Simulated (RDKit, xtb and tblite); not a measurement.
Conformational energy of C9H8OS, SMILES c1c(occ1)Cc1ccsc1. Scanned: dihedral O3–C4–C5–C6 and dihedral C4–C5–C6–C7; all other coordinates were relaxed at GFN2-xTB. Points at φ and −φ are mirror images. Heavy atoms are numbered in the order of the SMILES c1coc(Cc2ccsc2)c1, hydrogens after them in the order of the atoms that carry them; the mirror image has the same energies with the sign of each dihedral reversed.

GFN2-xTB (xtb and tblite); MMFF94 // GFN2-xTB (RDKit); UFF // GFN2-xTB (RDKit).

Energies in kcal/mol at chosen points (x: dihedral O3–C4–C5–C6 (°); y: dihedral C4–C5–C6–C7 (°)), relative to x = -90, y = 90:

| method | (-150, 0) | (-120, -90) | (60, -30) | (90, 60) | (0, -30) | (0, -150) | (-120, 30) |
|---|---|---|---|---|---|---|---|
| GFN2-xTB | 2.9 | 0.0 | 1.2 | -0.1 | 3.0 | 2.4 | 0.3 |
| MMFF94 | 4.8 | -0.1 | 2.8 | 0.9 | 5.8 | 5.3 | 1.1 |
| UFF | 8.9 | 0.4 | 2.9 | 0.8 | 4.0 | 3.6 | 2.1 |
